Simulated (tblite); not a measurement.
F₆S, charge -1, doublet, at a GFN2-xTB geometry (a state made from the parent by changing its charge; the spin is typed, not shown lowest); GFN1-xTB in tblite.

Input for tblite:
```
$ tblite run mol.xyz --method gfn1 --charge -1 --spin 1 --etemp 2000 --json tblite.json --no-restart

# file mol.xyz
7

F      0.67469720    -0.51413191    -1.55482398
S     -0.00000000    -0.00000000    -0.00000000
F      1.44577462    -0.60277396     0.82669513
F     -0.76911961    -1.58409516     0.19006075
F     -1.44577462     0.60277396    -0.82669513
F      0.76911961     1.58409516    -0.19006075
F     -0.67469720     0.51413191     1.55482398
```

What the program printed (banner, timings and long lists left out):

```
xTB calculator
 | screened Coulomb repulsion
 | Coulomb electrostatics
 |  * isotropic Klopman-Ohno-Mataga-Nishimoto electrostatics
 |  * onsite third-order electrostatics
 | DFT-D3(BJ) dispersion correction

halogen bonding energy    0.0000000000000E+00 Eh
repulsion energy          4.5622593612123E-03 Eh
dispersion energy        -1.7840798490583E-03 Eh
number of electrons       4.9000000000000E+01 e
integral cutoff           1.9487547202114E+01 bohr

------------------------------------------------------------
  cycle        total energy    energy error   density error
------------------------------------------------------------
      1     -32.89614704731  -3.2898925E+01   8.4330465E-01
      2     -33.21719626635  -3.2104922E-01   8.8138072E-01
      3     -33.82403008168  -6.0683382E-01   4.9295862E-01
      4     -34.73867316595  -9.1464308E-01   6.5168132E-02
      5     -34.73182982532   6.8433406E-03   5.4757679E-02
      6     -34.73347086606  -1.6410407E-03   3.7265959E-02
      7     -34.73922333601  -5.7524699E-03   1.2975400E-02
      8     -34.73998489430  -7.6155829E-04   1.8216913E-03
      9     -34.73999904518  -1.4150883E-05   3.4112959E-04
     10     -34.73999903389   1.1286886E-08   9.5942350E-05
     11     -34.73999904813  -1.4242310E-08   2.8154104E-07
------------------------------------------------------------

electronic energy        -3.4742777227646E+01 Eh
total energy             -3.4739999048134E+01 Eh

Post processing:
 | Mayer-Wiberg bond orders

[Info] JSON dump of results written to 'tblite.json'
```
